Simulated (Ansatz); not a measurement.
```yaml
crystal:
  periodic: [false, false, false]
  atoms:
    - {symbol: B, position_ang: [0.013809, 1.225515, -0.675131]}
    - {symbol: C, position_ang: [0.690062, -0.087981, -0.562002]}
    - {symbol: Cl, position_ang: [1.831597, -0.432769, 0.808215]}
    - {symbol: Ga, position_ang: [-0.639600, -0.917322, 0.784674]}
    - {symbol: H, position_ang: [-0.701064, 1.375939, -1.626035]}
    - {symbol: H, position_ang: [0.089241, 2.055945, 0.179476]}
    - {symbol: H, position_ang: [0.883447, -0.800730, -1.354545]}
    - {symbol: H, position_ang: [-0.787274, -2.450239, 0.562184]}
    - {symbol: H, position_ang: [-1.291719, -0.014760, 1.866168]}
basis:
  gaussian: {orbitals: STO-3G}
total_charge: 1
magnetization: {spin_polarized: true, initial_magnetization: 1}
hamiltonian: {xc: {name: wPBEh}}
output: {forces: true}
```

```sh
$ ansatz run in.yaml --threads 4 --pin off --events-out ev --progress --plain --max-ram 10444MiB
```

Output, abridged:

```
Functional definition: wPBEh
480 factors; integrals over basis functions are off by at most 1.2e-4 eV
73 factors; integrals over basis functions are off by at most 2.0e-7 eV
mean field evaluation 1: about -64766.9339 eV, gradient 2.7e2 eV
mean field evaluation 2: about -65523.2605 eV, gradient 7.4e1 eV
mean field evaluation 4: about -65531.2853 eV, gradient 1.5e2 eV
mean field evaluation 8: about -65898.3583 eV, gradient 2.8e1 eV
mean field evaluation 16: about -65904.3156 eV, gradient 1.3e0 eV
mean field evaluation 32: about -65904.3573 eV, gradient 2.1e-7 eV
mean field -65904.35728328 eV, -2421.9404585826 hartree, gradient 4.6e-7 eV, S^2 0.751208; 6 other end points of the search recorded, 0 dependent functions left out
reference -65904.35730639 eV, -2421.9404594321 hartree; 32, 31 occupied and 10, 11 virtual orbitals, 480 factors
Total energy: -65904.35730639 eV, -2421.9404594321 hartree
Atom 0 at     0.013809     1.225515    -0.675131 Å, force    -0.918879     2.717978    -0.680045 eV/Å
Atom 1 at     0.690062    -0.087981    -0.562002 Å, force    -1.800591    -1.673755     0.259042 eV/Å
Atom 2 at     1.831597    -0.432769     0.808215 Å, force     0.490363    -0.458415     1.558532 eV/Å
Atom 3 at    -0.639600    -0.917322     0.784674 Å, force     0.889092    -0.148802     0.133872 eV/Å
Atom 4 at    -0.701064     1.375939    -1.626035 Å, force     0.370287    -0.185433     0.605888 eV/Å
Atom 5 at     0.089241     2.055945     0.179476 Å, force    -0.006382    -0.508726    -0.433714 eV/Å
Atom 6 at     0.883447    -0.800730    -1.354545 Å, force     0.385859    -0.295640    -0.861978 eV/Å
Atom 7 at    -0.787274    -2.450239     0.562184 Å, force     0.181189     0.980209     0.001957 eV/Å
Atom 8 at    -1.291719    -0.014760     1.866168 Å, force     0.409062    -0.427416    -0.583553 eV/Å
Dipole moment:    -0.383475    -0.224750    -0.093728 e Å
```

Hardware: 4 threads of a server CPU on a shared host. Wall time 12 s, peak host memory 0.17 GiB.
